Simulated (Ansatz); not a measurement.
## Appearance energy of a fragment ion: C3H10Sn → [C3H7]+ + SnH3 + e⁻

Species: C3H10Sn `C[CH](C)[SnH3]`, singlet; [C3H7]+ `C[CH+]C`, singlet; SnH3 `[SnH3]`, doublet. 

Shapes, held fixed at every level: PBE0-D4/def2-TZVP. Programs: Ansatz 0.2.0. Electronic energies: no zero-point or thermal term.

| level | kind | ΔE (eV) | less CCSD(T)/def2-TZVPP |
| --- | --- | --- | --- |
| HF/def2-SVP | Hartree–Fock | +8.57 | -1.67 |
| r2SCAN-D4/def2-TZVPP | meta-GGA | +9.88 | -0.36 |
| r2SCAN0-D4/def2-TZVPP | global hybrid | +9.96 | -0.28 |
| MP2/def2-SVP | perturbation theory | +10.06 | -0.18 |
| CCSD(T)/def2-SVP | coupled cluster or CI | +9.94 | -0.30 |
| CCSD/def2-TZVPP | coupled cluster or CI | +10.12 | -0.12 |
| CCSD(T)/def2-TZVPP | coupled cluster or CI | +10.24 | 0.00 |

The highest level, CCSD(T)/def2-TZVPP, gives ΔE = +10.24 eV; the levels span +8.57 to +10.24. The column of differences is taken from that level and isn't an error. No measured value is set beside it here. Open shells run unrestricted unless RO is named. For atoms past krypton def2 sets carry core potentials with scalar relativity. Correlated rows may include outer-core shells of Sn, which these sets cover unevenly. The onset seen in experiment also holds zero-point changes and kinetic shifts.
